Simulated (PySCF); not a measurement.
A GIAO shielding run with PySCF 2.14 (density fitting, non-relativistic, gas phase) on `O=C(O)[C@@H]([SiH3])C[SiH2]C[SiH3]`, C₄H₁₄O₂Si₃:

```
$ OMP_NUM_THREADS=1 python probes_run.py task.json out

{"job": {"kind": "nmr", "xc": "PBE0", "basis": "pcSseg-1"}, "charge": 0, "multiplicity": 1}
O     -1.712159    -1.365532    -1.463389
C     -2.038841    -0.236006    -1.198473
O     -2.792530     0.495820    -2.046336
C     -1.750232     0.488922     0.059780
Si    -3.331952     0.321248     1.138881
C     -0.520680    -0.076817     0.762707
Si     1.077098     0.328543    -0.194180
C      2.548790    -0.573908     0.590493
Si     4.206929    -0.242927    -0.266787
H     -2.997637    -0.026483    -2.837149
H     -1.615666     1.545400    -0.180398
H     -3.534504    -1.088212     1.471443
H     -4.482958     0.852524     0.411774
H     -3.079939     1.098114     2.354116
H     -0.466972     0.320529     1.777980
H     -0.642827    -1.156777     0.851264
H      1.272536     1.786745    -0.111202
H      0.936876    -0.036876    -1.605098
H      2.629781    -0.288948     1.639630
H      2.356930    -1.646947     0.584660
H      5.273443    -0.976703     0.423057
H      4.507104     1.189321    -0.219239
H      4.152659    -0.684047    -1.660517
```

Hardware: 1 thread of an Arm Neoverse N1, shared host. The job also computes population analyses, field gradients.

Task: How large is the calculation?

Result: 96 electrons, 244 basis functions and 1337 auxiliary functions.

Task: How long does it take, and how much memory does it need?

Result: 110 s of wall time, with 14 SCF cycles and 5 response iterations; peak memory 1.1 GiB. Times on a shared host scatter by some tens of per cent.
